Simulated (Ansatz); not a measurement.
Reaction (silylene formation by 1,1-elimination): `Cl[SiH2][SiH2][GeH3]` → `[SiH3][GeH3]` + `[SiH]Cl`

Calculated with Ansatz (gas phase, PBE0-D4/def2-TZVP geometries, no zero-point term in ΔE). CCSD(T)/CBS is the MP2 limit (def2-TZVPP, def2-QZVPP) plus CCSD(T) − MP2 in def2-TZVPP, frozen cores. This one scheme is used for every species. DFT in def2-TZVPP. For Ge outer-core shells are correlated without core-valence functions, which leaves a few kJ/mol of doubt a bond. Scalar relativity is left out up to krypton. Each species was taken in one conformer, which may not be the lowest.

Problem. Is it downhill or uphill in electronic energy at CCSD(T)/CBS, and by how much? (An estimate is asked.)

Solution. The calculation gave: Uphill: ΔE = +48.3 kcal/mol.

Problem. What do these levels give: r2SCAN-D4, PBE0-D4, B2PLYP, SCS-MP2/def2-TZVPP, SCS-MP2/def2-QZVPP, CCSD/CBS(def2)? (Estimate.)

Solution. The calculation gave: r2SCAN-D4 52.4, PBE0-D4 52.0, B2PLYP 45.1, SCS-MP2/def2-TZVPP 47.2, SCS-MP2/def2-QZVPP 48.1, CCSD/CBS(def2) 47.4 kcal/mol.

Largest T1 diagnostic among the species: 0.013.

In def2-TZVPP, CCSD(T) changes the Hartree–Fock value by +4.2 kcal/mol (the triples alone add +0.9 kcal/mol) and MP2 by +7.8 kcal/mol. The D4 term adds +4.4 kcal/mol with B3LYP and +2.5 kcal/mol with PBE0; it sums over pairs of atoms, weighted by their polarisabilities, and B3LYP, whose exchange is more repulsive, gets the larger term.

B3LYP here is the variant with VWN-RPA as its local correlation; programs differ in this.
